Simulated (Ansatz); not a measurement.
Basis-set series for CH5Cl2InO, SMILES `[CH3][In-]([OH2+])([Cl])[Cl]`. Charge 0, multiplicity 1. In takes the def2 core potential. The geometry is a stationary point of PBE0-D4/def2-TZVP. It is one conformer, not always the lowest.

| functional | basis | functions | energy (Eh) | HOMO (eV) | LUMO (eV) |
| --- | --- | --- | --- | --- | --- |
| PBE0-D4 | def2-SVP | 115 | -1226.19807 | -8.07 | -0.70 |
| PBE0-D4 | def2-QZVPP | 486 | -1226.69926 | -8.25 | -1.13 |
| ωB97M-V | def2-SVP | 115 | -1226.47613 | -10.20 | 1.24 |
| ωB97M-V | def2-QZVPP | 486 | -1226.97799 | -10.42 | 0.45 |

Question: Give the rows for def2-TZVPP. (Estimate.)

Answer: Ansatz gave: 
| functional | basis | functions | energy (Eh) | HOMO (eV) | LUMO (eV) |
| --- | --- | --- | --- | --- | --- |
| PBE0-D4 | def2-TZVPP | 266 | -1226.66393 | -8.23 | -0.99 |
| ωB97M-V | def2-TZVPP | 266 | -1226.94394 | -10.39 | 0.80 |

Positive LUMOs are unbound and depend on the basis.
